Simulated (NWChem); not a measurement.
A series in which one site is exchanged, each optimised at B3LYP/6-31G* with NWChem, gas phase unless a solvent is named. Pople sets run with spherical d functions. This build's default masses of Se (78.918 u) and Br (79.917 u) are each other's, which moves their modes by up to 0.6 %.

A: C(F)(=C=C)Cl (C₃H₂ClF; site = F)
B: C=C=C(Cl)Cl (C$_{3}$H$_{2}$Cl$_{2}$; site = Cl)
C: C=C=CCl (C$_{3}$H$_{3}$Cl; site = H)
D: C(=C=C)(Cl)Br (C₃H₂BrCl; site = Br)

| quantity | A | B | C | D |
|---|---|---|---|---|
| dipole (D), B3LYP/6-31G* | 2.00 | 2.15 | 1.91 | (withheld) |
| orbital gap (eV), B3LYP/6-31G* | 5.88 | 5.80 | 6.21 | (withheld) |
| highest harmonic frequency (cm⁻¹), B3LYP/6-31G* | 3204 | 3213 | 3229 | (withheld) |
| static polarisability, B3LYP/def2-SVPD (bohr³) | 55.9 | 70.5 | 55.6 | (withheld) |
| SMD solvation free energy in water, B3LYP/6-31G* (kcal/mol) | 1.5 | 0.5 | 0.1 | (withheld) |

### Question
Some entries are withheld; supply them.

### Answer

- dipole (D), B3LYP/6-31G*, D: 2.09
- orbital gap (eV), B3LYP/6-31G*, D: 5.50
- highest harmonic frequency (cm⁻¹), B3LYP/6-31G*, D: 3215
- static polarisability, B3LYP/def2-SVPD (bohr³), D: 78.8
- SMD solvation free energy in water, B3LYP/6-31G* (kcal/mol), D: -0.2
